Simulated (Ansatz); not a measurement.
One change: `COB(C)F` becomes `C[B](F)[GeH3]`.

Ansatz, PBE0-D4/def2-TZVP geometries, multiplicity 1. Each molecule was computed in one conformer, which needn't be the lowest.

Scalar relativity is left out up to krypton.

| property | `COB(C)F` |
| --- | --- |
| HOMO energy (PBE0/def2-TZVPP) / eV | -9.01 |
| LUMO energy (PBE0/def2-TZVPP) / eV | 0.83 |
| LUMO energy (B3LYP/def2-TZVPP) / eV | 0.49 |
| size of the dipole moment (B3LYP/def2-TZVPP) / D | 2.79 |
| HOMO–LUMO gap (B3LYP/def2-TZVPP) / eV | 9.27 |
| size of the dipole moment (PBE/def2-TZVPP) / D | 2.65 |

Task: What does the change do to each property? (Best estimate.)

Result: The calculation gave: 
```
                                        property  `C[B](F)[GeH3]`  shift
              HOMO energy (PBE0/def2-TZVPP) / eV            -7.89   1.12
              LUMO energy (PBE0/def2-TZVPP) / eV            -1.11  -1.94
             LUMO energy (B3LYP/def2-TZVPP) / eV            -1.33  -1.82
size of the dipole moment (B3LYP/def2-TZVPP) / D             1.42  -1.37
           HOMO–LUMO gap (B3LYP/def2-TZVPP) / eV             6.37  -2.90
  size of the dipole moment (PBE/def2-TZVPP) / D             1.39  -1.26
```

With PBE0 the HOMO rises by 1.12 eV and the LUMO falls by 1.94 eV, so the gap narrows by about 3.06 eV. PBE moves the HOMO by 0.82 eV and ωB97M-V by 1.38 eV. Dipoles are sizes alone; their direction can turn.

B3LYP here is the variant with VWN-RPA as its local correlation; programs differ in this.
